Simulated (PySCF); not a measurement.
Positional isomers: propene cyano+boryl. Gas-phase values, no solvent. One relaxed conformer stands for each flexible species; it need not be the lowest. Strings in code marks are SMILES.

Computed with TPSSh-D3(BJ)/def2-TZVP // CAM-B3LYP-D3(BJ)/def2-TZVP in PySCF 2.14.0. All candidates: neutral, multiplicity 1. Excitations are Tamm–Dancoff values on a coarser integration grid. The basis has no diffuse functions, so Rydberg states are missing or too high.

```json
{
  "S1 excitation (TDA)": "4.73 eV",
  "T1 excitation (TDA)": "3.76 eV",
  "LUMO": "-2.16 eV"
}
```

Q: Name which member has these values.
(A) `B/C=C/CC#N`
(B) `BC/C=C/C#N`
(C) `B/C(C#N)=C\C`
(D) `BCC(=C)C#N`

A: D, `BCC(=C)C#N`. The others give `BC/C=C/C#N`: 4.51 eV, 3.78 eV, -2.26 eV; `B/C(C#N)=C\C`: 4.78 eV, 3.10 eV, -3.15 eV; `B/C=C/CC#N`: 5.33 eV, 3.66 eV, -2.81 eV
